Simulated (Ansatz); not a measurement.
The same substitution along the group Sc, Y.

Isolated molecules relaxed with PBE0-D4/def2-TZVP in Ansatz; ΔE leaves out vibrations. CBS: MP2 limit from def2 TZ/QZ plus the TZ coupled-cluster correction, frozen cores. This one scheme is used for every species. DFT in def2-TZVPP. def2 core potentials past Kr. For Sc, Y outer-core shells are correlated without core-valence functions, which leaves a few kJ/mol of doubt a bond. Scalar relativity is left out up to krypton. Each species was taken in one conformer, which may not be the lowest.

| reaction | PBE0-D4 (kJ/mol) |
| --- | --- |
| `C[O][Sc]([OH])[OH]` + `N=CO` → `COC=N` + `[OH][Sc]([OH])[OH]` | -4 |
| `C[O][Y]([OH])[OH]` + `N=CO` → `COC=N` + `[OH][Y]([OH])[OH]` | -7 |

Q: Give the CCSD(T)/CBS values in the same order. (Estimate.)

A: Ansatz gave: -7, -12 kJ/mol.

Largest T1 diagnostic: 0.016, for `[OH][Sc]([OH])[OH]`.
